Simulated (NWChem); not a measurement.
System meant: ZnH2SO; SMILES [OH][Zn][SH]

NWChem input:

```
start job
memory heap 200 mb stack 900 mb global 1100 mb
geometry units angstroms noautoz
  Zn     0.058414     0.383059    -0.008495
  O     -0.060435     2.132892     0.247299
  H      0.227993     2.675449    -0.493185
  S      0.130229    -1.775203    -0.200162
  H      1.349428    -1.855637     0.380375
end
basis spherical
  * library def2-svp
end
dft
  xc b3lyp
  iterations 4
  mulliken
end
task dft energy
```

End of the output:

```
    Atom       Charge   Shell Charges
 -----------   ------   -------------------------------------------------------
    1 Zn  30    29.46   2.00  2.00  1.95  0.65  0.19  5.99  5.91  0.81  7.76  2.20  0.00
    2 O    8     8.41   1.97  0.90  0.66  2.70  2.16  0.01
    3 H    1     0.94   0.57  0.19  0.19
    4 S   16    16.16   2.00  1.95  1.00  0.72  5.81  1.89  2.74  0.05
    5 H    1     1.03   0.62  0.33  0.08

 center of mass
 --------------
 x =  -0.02076664 y =  -0.01301675 z =  -0.01278497

 moments of inertia (a.u.)
 ------------------
         701.256520024497           0.000000000000          -0.000000000001
           0.000000000000           8.915407525149          -0.000000000000
          -0.000000000001          -0.000000000000         705.119625345952

     Multipole analysis of the density
     ---------------------------------

     L   x y z        total         alpha         beta         nuclear
     -   - - -        -----         -----         ----         -------
     0   0 0 0     -0.000000    -28.000000    -28.000000     56.000000

     1   1 0 0      0.254492      0.127246      0.127246      0.000000
     1   0 1 0     -0.151853     -0.075927     -0.075927      0.000000
     1   0 0 1      0.572308      0.286154      0.286154      0.000000

     2   2 0 0    -22.353865    -14.287407    -14.287407      6.220949
     2   1 1 0      1.905305     -1.431448     -1.431448      4.768201
     2   1 0 1     -0.020008     -0.015282     -0.015282      0.010555
     2   0 2 0    -29.558558   -198.224409   -198.224409    366.890261
     2   0 1 1     -2.947636      0.146853      0.146853     -3.241343
     2   0 0 2    -23.696490    -12.985859    -12.985859      2.275229

 ------------------------------------------------------------------------
 dft energy failed                                                                                  0
 ------------------------------------------------------------------------
 ------------------------------------------------------------------------
  current input line :
    18: task dft energy
 ------------------------------------------------------------------------
 ------------------------------------------------------------------------
 This type of error is most commonly associated with calculations not reaching convergence criteria
 ------------------------------------------------------------------------
 For more information see the NWChem manual at https://nwchemgit.github.io

0:dft energy failed:Received an Error in Communication
```

Find the fault in this run and fix the input.

The run did not converge; its last values are not results. Cause: the SCF was allowed too few iterations. This input runs:
```
start job
memory heap 200 mb stack 900 mb global 1100 mb
geometry units angstroms noautoz
  Zn     0.058414     0.383059    -0.008495
  O     -0.060435     2.132892     0.247299
  H      0.227993     2.675449    -0.493185
  S      0.130229    -1.775203    -0.200162
  H      1.349428    -1.855637     0.380375
end
basis spherical
  * library def2-svp
end
dft
  xc b3lyp
  iterations 150
  mulliken
end
task dft energy
```
It converges to -2253.67810 Ha (B3LYP/def2-SVP).
